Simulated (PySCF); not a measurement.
C2H6N (SMILES C[CH]N), doublet, at a GFN2-xTB geometry. Base run: PySCF with R2SCAN/6-31G*.

PySCF was given this input:
```python
from pyscf import gto, scf, dft

mol = gto.Mole()
mol.atom = '''
    C     1.23129600   -0.25669769   -0.09655273
    C    -0.05799116    0.17393746    0.49940779
    N    -1.20100732    0.14966202   -0.31016964
    H     1.64723200    0.48863493   -0.78864494
    H     1.96813276   -0.42204686    0.68733552
    H     1.10338449   -1.18365188   -0.65721155
    H    -0.05524989    0.94758192    1.24931036
    H    -2.06668125    0.26362547    0.19896649
    H    -1.22959588   -0.64521633   -0.93569883
'''
mol.basis = '6-31g*'
mol.spin = 1
mol.verbose = 4
mol.build()

mf = dft.UKS(mol)
mf.xc = 'r2scan'
mf.kernel()
mf.analyze()
```

Variants of this job, named by their change:

```
change                                                                            ΔE vs base (µEh)  SCF cycles  <S^2>        outcome
--------------------------------------------------------------------------------  ----------------  ----------  -----  -------------
base                                                                                           0.0          11  0.755      converged
damp = 0.5; diis_start_cycle = 5                                                               0.0          12  0.755      converged
conv_tol = 1e-7                                                                                0.0           9  0.755      converged
init_guess = vsap                                                                              0.0          11  0.755      converged
init_guess = sap                                                                               0.0          12  0.755      converged
diis = off; damp = 0.6 (with mf.diis_start_cycle = 200; with mf.max_cycle = 150)               0.0          26  0.755      converged
conv_tol_grad = 1e-7                                                                           0.0          16  0.755      converged
DIIS = EDIIS                                                                                     -          50      -  not converged
diis = off; damp = 0.3 (with mf.diis_start_cycle = 200; with mf.max_cycle = 150)               0.0          78  0.755      converged
solver = newton; init_guess = 1e                                                               0.0           -  0.755      converged
init_guess = 1e                                                                                0.0          15  0.755      converged
DIIS = ADIIS                                                                                   0.0          16  0.755      converged
conv_tol_grad = 1e-3                                                                           0.0          11  0.755      converged
```

Open shells are given as the SCF converged; they aren't shown to be the lowest states, and a large step between rows can be another state.
